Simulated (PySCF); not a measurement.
Can point charges reproduce the dipole moment of `C1[SiH2]C(OC)=CC=CC1`?

Coordinates (GFN2-xTB, Å) and charges (e) from the PBE0/pcSseg-1 density (PySCF):

```
atom       x       y       z  Mulliken      IAO  Hirshfeld  ESP-fitted
  C1   3.209  -0.498  -0.431   -0.0389  -0.2093    -0.0341     -0.1281
  O2   1.976  -1.146  -0.231   -0.4928  -0.3232    -0.1062     -0.2696
  C3   0.880  -0.401   0.115   -0.0492  -0.0691    -0.0158     +0.1248
  C4   0.889   0.923   0.320   -0.1762  -0.2401    -0.0893     -0.2017
  C5  -0.266   1.711   0.701   -0.1209  -0.1617    -0.0582     -0.2788
  C6  -1.519   1.572   0.270   -0.1738  -0.1594    -0.0473     -0.2017
  C7  -1.979   0.563  -0.733   -0.1860  -0.2552    -0.0721     +0.0232
  C8  -2.199  -0.812  -0.090   -0.5196  -0.5376    -0.1567     -0.1532
 Si9  -0.548  -1.600   0.449   +0.7356  +0.7586    +0.3325     +0.3661
 H10   3.916  -1.279  -0.709   +0.1328  +0.1636    +0.0548     +0.1214
 H11   3.146   0.242  -1.236   +0.1089  +0.1347    +0.0429     +0.0892
 H12   3.554  -0.006   0.485   +0.1080  +0.1339    +0.0431     +0.0824
 H13   1.811   1.489   0.246   +0.1078  +0.1426    +0.0379     +0.1572
 H14  -0.043   2.530   1.377   +0.0974  +0.1468    +0.0422     +0.1670
 H15  -2.278   2.241   0.653   +0.0959  +0.1433    +0.0410     +0.1342
 H16  -2.910   0.907  -1.190   +0.1238  +0.1392    +0.0403     +0.0338
 H17  -1.226   0.465  -1.521   +0.1346  +0.1376    +0.0317     +0.0446
 H18  -2.710  -1.460  -0.804   +0.1410  +0.1458    +0.0378     +0.0387
 H19  -2.872  -0.701   0.760   +0.1372  +0.1468    +0.0352     +0.0602
 H20  -0.574  -1.906   1.887   -0.0842  -0.1209    -0.0798     -0.1022
 H21  -0.266  -2.816  -0.319   -0.0813  -0.1166    -0.0801     -0.1076
```

Question: Form Σ q r in debye for every column and set it beside the full dipole.

Answer: The full density gives (0.65, 0.78, -0.34) D, 1.07 D in size; dipole vectors point from the negative to the positive end.

```tsv
scheme	μx	μy	μz	size (D)	share of the full size (%)	angle to the full dipole (°)
Mulliken	0.44	-0.76	0.01	0.88	82	109
IAO	0.71	-0.03	0.20	0.74	69	62
Hirshfeld	0.78	-0.06	-0.14	0.80	75	53
ESP-fitted	0.65	0.81	-0.35	1.09	102	1
```

Question: Which set comes closest?

Answer: Length of the difference vector: ESP-fitted 0.02 D, Hirshfeld 0.88 D, IAO 0.98 D, Mulliken 1.60 D. Closest: ESP-fitted. 

Question: What is left for the Hirshfeld atoms' own dipoles?

Answer: The Hirshfeld atoms' densities add up to the full density, so μ = Σ q r + Σ (atomic dipoles). The atomic dipoles sum to (0.65, 0.78, -0.34) − (0.78, -0.06, -0.14) = (-0.13, 0.84, -0.20) D, 0.88 D in size.

Question: With the origin at the mean of the coordinates, (0.000, 0.001, 0.000) Å, which are the largest single terms, by size, of the ESP-fitted dipole along the direction of the full one?

Answer: Si9 -2.89, H13 +1.59, C8 +1.39, C5 -1.16, H20 +1.15 D; all 21 atoms together +1.09 D. The single terms depend on the origin, their sum doesn't.

Question: Give the size of the full dipole in other units.

Answer: 1.07 D = 0.422 au = 0.223 e·Å = 3.58 × 10⁻³⁰ C·m.

One conformer (not necessarily the lowest) at the GFN2-xTB geometry, without solvent, vibrations or thermal averaging.
